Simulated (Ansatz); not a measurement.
Level of theory: Ansatz (a quantum-chemistry and plane-wave program) with frozen-core CCSD(T)/cc-pVTZ // B3LYP-D3(BJ)/def2-TZVP.

Ansatz 0.2 input:
```yaml
crystal:
  periodic: [false, false, false]
  atoms:
    - { symbol: Al, position_ang: [-0.203412, 0.000475, -0.002384] }
    - { symbol: Br, position_ang: [2.063535, -0.004814, 0.024189] }
    - { symbol: H, position_ang: [-0.93331, -1.388813, -0.010541] }
    - { symbol: H, position_ang: [-0.926812, 1.393153, -0.011264] }
basis:
  gaussian: { orbitals: cc-pVTZ }
correlation:
  method: ccsd_t
```

Output:

```
Functional definition: HF
651 factors; integrals over basis functions are off by at most 1.3e-3 eV
mean field evaluation 1: about -76615.9815 eV, gradient 1.2e1 eV
mean field evaluation 2: about -76616.0705 eV, gradient 1.2e1 eV
mean field evaluation 4: about -76616.7567 eV, gradient 1.5e0 eV
mean field evaluation 8: about -76616.7700 eV, gradient 2.1e-5 eV
mean field evaluation 16: about -76616.6181 eV, gradient 1.4e0 eV
mean field -76616.76996720 eV, -2815.6143635826 hartree, gradient 5.5e-6 eV, S^2 0.000000; 0 other end points of the search recorded, 0 dependent functions left out
14 core orbitals not correlated
reference -76616.76996720 eV, -2815.6143635826 hartree; 11, 11 occupied and 80, 80 virtual orbitals, 651 factors
second order -8.29961975 eV of doubles, -0.00000000 eV of singles
cycle   1  -8.71222856 eV  change   -4.1e-1 eV  update   6.1e-2
cycle   2  -8.97165986 eV  change   -2.6e-1 eV  update   1.9e-2
cycle   3  -8.99042296 eV  change   -1.9e-2 eV  update   7.3e-3
cycle   4  -8.98489441 eV  change    5.5e-3 eV  update   2.2e-3
cycle   5  -8.98546929 eV  change   -5.7e-4 eV  update   8.6e-4
cycle   6  -8.98531070 eV  change    1.6e-4 eV  update   2.6e-4
cycle   7  -8.98525309 eV  change    5.8e-5 eV  update   7.9e-5
cycle   8  -8.98529733 eV  change   -4.4e-5 eV  update   2.8e-5
cycle   9  -8.98529575 eV  change    1.6e-6 eV  update   8.0e-6
perturbative correction -0.29564167 eV, -0.0108646308 hartree
Total energy: -76626.05090461 eV, -2815.9554317417 hartree
```

Cost: about 5 core-seconds (a rough figure).
